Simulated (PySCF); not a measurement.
Ga(OH)(PH2)2 (GaH₅OP₂), SMILES [OH][Ga]([PH2])[PH2]. Atoms are numbered in the order given.

```xyz
9

Ga     0.2256    -0.0912    -0.0710
O      1.8529    -0.5871    -0.6580
H      2.4417    -0.9759     0.0013
P     -0.3030    -0.2742     2.2095
H      0.2505    -1.5890     2.3195
H     -1.6241    -0.7468     1.9359
P     -1.0248     0.9748    -1.7280
H     -2.2505     0.3597    -1.3224
H     -0.7160    -0.0332    -2.6929
```

Geometry: B3LYP-D3(BJ)/def2-SVP. The structure was generated by enumeration; whether it is a known compound was not checked. The values are those of a single conformer.

Calculation: PySCF 2.14.0 with B3LYP-D3(BJ)/def2-SVP.

Frequencies are harmonic and unscaled.

| mode | ν (cm⁻¹) | IR (km/mol) | Raman (Å⁴/amu) | depolarisation | moving atoms (share of kinetic energy) |
|---|---|---|---|---|---|
| 1 | 71 | 2.4 | 0.6 | 0.65 | H 86 %, P 12 % |
| 2 | 83 | 3.8 | 2.4 | 0.58 | P 53 %, H 26 %, Ga 17 % |
| 3 | 100 | 1.3 | 1.5 | 0.53 | H 79 %, P 10 %, Ga 10 % |
| 4 | 127 | 6.8 | 1.2 | 0.18 | Ga 42 %, O 28 %, H 15 %, P 15 % |
| 5 | 158 | 15.7 | 2.8 | 0.71 | O 61 %, P 17 %, H 13 %, Ga 9 % |
| 6 | 298 | 1.4 | 48.3 | 0.18 | P 82 %, Ga 10 % |
| 7 | 354 | 103.9 | 1.7 | 0.73 | H 91 %, O 8 % |
| 8 | 370 | 34.8 | 3.8 | 0.69 | P 52 %, Ga 43 % |
| 9 | 550 | 1.1 | 0.6 | 0.74 | H 92 % |
| 10 | 602 | 3.4 | 2.3 | 0.43 | H 89 % |
| 11 | 623 | 5.0 | 4.0 | 0.65 | H 96 % |
| 12 | 668 | 20.8 | 10.4 | 0.57 | H 84 %, O 13 % |
| 13 | 686 | 86.9 | 5.1 | 0.13 | O 67 %, Ga 20 %, H 13 % |
| 14 | 778 | 105.2 | 3.6 | 0.54 | H 91 % |
| 15 | 1091 | 15.4 | 16.0 | 0.75 | H 97 % |
| 16 | 1097 | 26.2 | 43.6 | 0.75 | H 97 % |
| 17 | 2367 | 34.8 | 149.1 | 0.20 | H 97 % |
| 18 | 2372 | 37.9 | 152.8 | 0.08 | H 97 % |
| 19 | 2383 | 47.8 | 117.9 | 0.65 | H 97 % |
| 20 | 2389 | 49.8 | 143.7 | 0.63 | H 97 % |
| 21 | 3849 | 54.2 | 144.1 | 0.30 | H 94 % |
